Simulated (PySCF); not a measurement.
Atoms are numbered as in `[CH3:1][O:2][C@H:3]([CH3:4])[C:5]([F:6])([F:7])[C:8]([F:9])([F:10])[F:11]`. Hydrogens are named by the atom that carries them.

Theory: geometry from PBE0-D3(BJ)/def2-SVP, GIAO PBE0/pcSseg-1 shieldings, in PySCF 2.14 (one computed conformer, one averaged value for each set of equivalent atoms, no relativistic terms, in vacuum).

Referencing at the same level of theory: ¹³C (184.41 ppm) vs TMS.

Do the ¹³C shifts follow the atomic charges (in e)? Tabulate both.

## Answers


```tsv
atoms	hybridisation	δ (ppm)	σ para (ppm)	Hirshfeld	IAO	Mulliken	ESP-fitted
C8	sp3	125.3	-185	+0.24	+0.79	+0.85	+0.51
C5	sp3	118.5	-182	+0.15	+0.51	+0.41	+0.13
C3	sp3	80.6	-144	+0.02	+0.07	-0.04	+0.34
C1	sp3	60.1	-121	-0.05	-0.20	-0.04	-0.16
C4	sp3	17.5	-79	-0.13	-0.42	-0.21	-0.63
```

Correlation coefficients of δ with charge over these carbons: Hirshfeld +0.97, IAO +0.97, Mulliken +0.88, ESP-fitted +0.89; with the paramagnetic shielding -1.00. With so few points these coefficients are fragile. Charge is one influence among several: hybridisation and low-lying excitations act through the paramagnetic term.

Shifts are as computed. Against solution values, carbons near 30 ppm lie about +2 ppm off and those near 130 ppm about +5 ppm. Of 1211 compounds with measured shifts, 218 miss one by over three times the rms of a fit or turn the order of signals round; such compounds aren't used in these exercises.
